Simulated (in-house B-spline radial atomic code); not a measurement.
As. Computed with a B-spline radial atomic code. Model: non-relativistic spherical atom: semilocal Troullier-Martins pseudo-atom, one channel per l, against all electrons, high spin, G0W0 and RPA with empty states to l = 8, local potential for every l without a channel, a model core (radius 0 = none) keeps its share of the functional.

What the tables leave out is listed at the end.

The pseudopotential gives back the lowest level of each angular momentum of its own functional in the configuration it was made in; a second state of the same l is only approximately right. Exact exchange, RPA and GW see the smooth pseudo-orbitals and miss the exchange with the core, for which the functional's share stands in. The column with an uncorrelated core keeps all orbitals and exact exchange, and so separates missing core correlation from pseudisation. Only the three outermost levels and the lowest empty one were computed. RPA here is direct RPA, with no exchange kernel, and its energies carry an (l + 1/2)⁻⁴ tail. A hybrid on a potential with a model core restores only its own semilocal share of the core's exchange.

Command:
```bash
python run_psgw.py task.json out
```
Settings (lengths in bohr, energies in hartree):
```
Z                      33
electrons              33
configuration          [Ar] 3d10 4s2 4p3
generated_in           [Ar] 3d10 4s2 4p3
functional             pbe,pbe
core_shells            4
radius_factor          0.9
core_correction        True
```

Run time, properties included: 41 s on 1 thread of Arm Neoverse N1, with other jobs on the host.

Given: made with PBE; model core radius 0.279 bohr; local radius 0.622 bohr; mean-field start PBE.

Valence shells of the generating configuration: 3p, 3d, 4s, 4p.

Channel: s 1.495, p 0.468, d 1.297 (radii in bohr).

Computed: largest level miss in the spin-unpolarised generating configuration 0.045 eV; valence RPA correlation energy pseudo -1.4952 hartree; all-electron RPA polarisability, core included 27.777 bohr³; pseudo-atom RPA polarisability 27.352 bohr³.

```tsv
level	occupied	mean-field all-electron (eV)	mean-field pseudo minus all (eV)	G0W0 all-electron (eV)	G0W0 uncorrelated core minus all (eV)	G0W0 pseudo minus all (eV)	exchange self-energy all-electron (eV)	exchange self-energy pseudo (eV)
4p up	1	-5.9554	-0.047	-9.6681	0.001	0.016	-16.345	-15.7
4p down (empty)	0	-3.6564	-0.047	-1.1089	0.001	0.068	-4.3055	-3.6415
```

(1) What is the valence RPA correlation energy all-electron orbitals?

Given: mean-field start PBE0.

Computed: valence RPA correlation energy pseudo -1.4443 hartree; all-electron RPA polarisability, core included 23.291 bohr³; pseudo-atom RPA polarisability 23.415 bohr³.

| level | occupied | mean-field all-electron (eV) | mean-field pseudo minus all (eV) | G0W0 all-electron (eV) | G0W0 uncorrelated core minus all (eV) | G0W0 pseudo minus all (eV) | exchange self-energy all-electron (eV) | exchange self-energy pseudo (eV) |
| --- | --- | --- | --- | --- | --- | --- | --- | --- |
| 4p up | 1 | -7.1338 | 0.041 | -9.9925 | 0.001 | 0.093 | -16.38 | -15.65 |
| 4s down | 1 | -13.452 | -0.459 | -16.339 | -0.068 | -1.212 | -16.195 | -16.674 |
| 4p down (empty) | 0 | -2.6294 | 0.038 | -0.81084 | 0.001 | 0.091 | -3.9153 | -3.3033 |

(2) What is the valence RPA correlation energy all-electron orbitals?

Answers

(1) -1.4116 hartree.

(2) -1.355 hartree.

Among the listed levels the largest G0W0 shift of the pseudo-atom is -1.21 eV, for 4s down on the PBE0 start, while leaving the core uncorrelated moves that level by -0.07 eV. So pseudisation and the lost core exchange, not the missing core correlation, make the error. Not in the tables (levels of low weight, unsolved or above zero; the highest and the empty levels are kept at any weight): on PBE the G0W0 levels 4s down (pseudo minus all -0.90 eV, weights 0.66 and 0.74), 4s up (pseudo minus all -1.37 eV, weights 0.07 and 0.06); on PBE0 the G0W0 levels 4s up (pseudo minus all -0.73 eV, weights 0.27 and 0.34); no Hartree-Fock pseudo-atom is run with a model core.
